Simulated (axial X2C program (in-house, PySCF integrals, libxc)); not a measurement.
**Ionising the radicals of a process plasma**

Computed with an in-house all-electron X2C program for linear molecules (integrals from PySCF), spin-free (one-electron X2C) or two-component (2c: spin–orbit coupling with atomic mean-field Coulomb and Gaunt terms, which also bring small scalar terms), in Dyall basis sets with cores contracted in-house; open shells are unrestricted.

Level PBE0, spin-free. Basis sets: As dyall-cv3z, B dyall-v3z, Br dyall-cv3z, C dyall-v3z, Cl dyall-av3z, Co dyall-cv3z, F dyall-av3z, Ge dyall-cv3z, H dyall-v3z, O dyall-av3z, P dyall-v3z, Si dyall-v3z, Sn dyall-cv3z, Ti dyall-cv3z, W dyall-cv3z, Zn dyall-cv3z.

```csv
species,state,ion state,adiabatic IE with zero-point terms (eV),D0 (eV),D0 of the ion (eV)
SnBr,"M_S = 1/2, Λ = 1","M_S = 0, Λ = 0",6.92,3.49,3.88
TiO,"M_S = 1, Λ = 2","M_S = 1/2, Λ = 2",6.98,n/a,n/a
ZnB,"M_S = 1/2, Λ = 1","M_S = 0, Λ = 0",7.16,n/a,1.94
GeCl,"M_S = 1/2, Λ = 1","M_S = 0, Λ = 0",7.33,4.03,4.62
CoH,"M_S = 1, Λ = 2","M_S = 3/2, Λ = 0",7.91,n/a,n/a
WC,"M_S = 1, Λ = 2","M_S = 1/2, Λ = 2",8.10,n/a,n/a
SiP,"M_S = 1/2, Λ = 1","M_S = 1, Λ = 0",8.69,3.51,3.03
AsH,"M_S = 1, Λ = 0","M_S = 1/2, Λ = 1",9.77,2.74,2.90
F₂,"M_S = 0, Λ = 0","M_S = 1/2, Λ = 1",15.51,1.46,3.38
```

**Question.** Which of these can a metastable argon atom (³P2, 11.55 eV, NIST) ionise on energy grounds?

**Answer.** At PBE0, spin-free, IE lies below 11.55 eV for SnBr, TiO, ZnB, GeCl, CoH, WC, SiP, AsH.

**Question.** Which of these can a metastable xenon atom (³P2, 8.32 eV, NIST) ionise on energy grounds?

**Answer.** At PBE0, spin-free, IE lies below 8.32 eV for SnBr, TiO, ZnB, GeCl, CoH, WC. Within the error of the method (some tenths of an eV) the answer is open for WC.

**Question.** Give the threshold for dissociative ionisation to the lowest fragments, IE + D0(ion).

**Answer.** At PBE0, spin-free: SnBr → Sn+ + Br: 10.80 eV; ZnB → Zn + B+: 9.10 eV; GeCl → Ge+ + Cl: 11.95 eV; SiP → P + Si+: 11.72 eV; AsH → As+ + H: 12.67 eV; F₂ → F+ + F: 18.89 eV.

Each entry is the lowest single determinant of a limited PBE0 search at one distance. De goes to single-determinant-based atoms at the same level (for ions the charge split of lowest energy) and is withheld (n/a) where an atom does not fit its ground term or J level. Main or longest-lived isotopes. One determinant is a doubtful description, or other states lie close, for TiO, TiO⁺, CoH, CoH⁺, WC, WC⁺, SiP, SiP⁺, AsH; these need not be ground states, and all values refer to the states named. The functionals have no current term, which raises determinants with orbital currents. Where the atoms have a lower orbital projection than the molecule, De at mean-field level may be about a tenth of an eV too small. These values were not checked against measured ones; errors of some tenths of an eV are usual, and D0 of doubtful transition-metal species is not given. Spin-free thresholds lack the spin–orbit lowering of heavy atomic ions, up to half an eV for Sn⁺ or Sb⁺.
